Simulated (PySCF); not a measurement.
## Dipole moment and polarisability of `C#Cc1coc(C)p1`

Species: C₆H₅OP.
Atom-mapped SMILES: `[CH:1]#[C:2][c:3]1[cH:4][o:5][c:6]([CH3:7])[p:8]1` (hydrogens: H9 on C1; H10 on C4; H11, H12, H13 on C7)

Cartesian coordinates in Å at the GFN2-xTB level; atoms count from 1:
```xyz
13
C6H5OP angstrom
C      3.1802    1.7700   -1.0897
C      2.1460    1.2412   -0.7846
C      0.9602    0.5973   -0.3943
C     -0.2711    0.8316   -0.9320
O     -1.2672    0.1109   -0.4168
C     -0.8379   -0.7164    0.5501
C     -1.8784   -1.5734    1.1910
P      0.8488   -0.6499    0.8825
H      4.0757    2.2397   -1.3668
H     -0.5351    1.5214   -1.7136
H     -1.8916   -1.4227    2.2695
H     -1.6790   -2.6281    1.0034
H     -2.8550   -1.3213    0.7834
```

Level: CAM-B3LYP/def2-SVPD (PySCF), static field, nuclei fixed, core orbitals frozen in the response. The polarisability tensor in these axes (au):

```
x   123.72  24.41 -10.22
y    24.41  86.61 -21.75
z   -10.22 -21.75  80.36
```

Q: Diagonalise the tensor; give its mean and Δα, where Δα² is half the sum of the squared differences of the eigenvalues.

A: Principal values 60.15, 88.65 and 141.91 au; mean 96.90 au = 14.36 Å³ = 15.98 × 10⁻⁴⁰ C²·m²/J; Δα = 71.88 au (74 % of the mean).

Q: What is the dipole moment, and where does it point?

A: (-1.43, -0.13, -0.21) D, 1.45 D in size, pointing from the negative to the positive side. Measured along this direction, the outermost atoms are H9 at the negative end and H13 at the positive end.

Q: What molar refraction does this α imply?

A: Lorentz–Lorenz: R = (4π/3)N_A α = 2.5225 cm³/(mol·Å³) × 14.36 Å³ = 36.2 cm³/mol, in the limit of long wavelengths.

Q: Form Σ f/ω² (atomic units) for the 8 lowest TDDFT singlets, given as eV and f, and set it beside the mean polarisability, which is this sum over all singlets: 5.18, 0.0944; 5.36, 0.0079; 5.68, 0.0004; 5.72, 0.1964; 5.92, 0.0001; 6.03, 0.0526; 6.04, 0.1612; 6.11, 0.0012.

A: They add up to 11.63 au, 12.0 % of the 96.90 au; the largest single term is 4.45 au, from the state at 5.72 eV. Terms in order: 2.60, 0.20, 0.01, 4.45, 0.00, 1.07, 3.27, 0.02 au. Higher excitations give the rest. The strengths listed sum to 0.514.

Q: Directions of the eigenvectors, and the extent of the frame along each?

A: Largest value along (0.82, 0.48, -0.31), where the nuclei span 8.06 Å; middle along (0.55, -0.51, 0.66), 3.59 Å; least along (-0.16, 0.71, 0.68), 1.76 Å. The response follows the extents in order.

Q: Give the eigenvalues of the traceless quadrupole moment Θ = ½Σq(3rr − r²1), origin at the centre of nuclear charge.

A: -6.26, -4.11, 10.37 D·Å. The values depend on the origin, since the dipole doesn't vanish. The electronic extent ⟨r²⟩ about the same centre is 1177 bohr², a root-mean-square distance of 2.27 Å for the 64 electrons.

Geometry: GFN2-xTB; no solvent, vibrations or thermal averaging. GFN2-xTB frequencies show an imaginary mode (80i cm⁻¹), so this geometry is no minimum at that level.
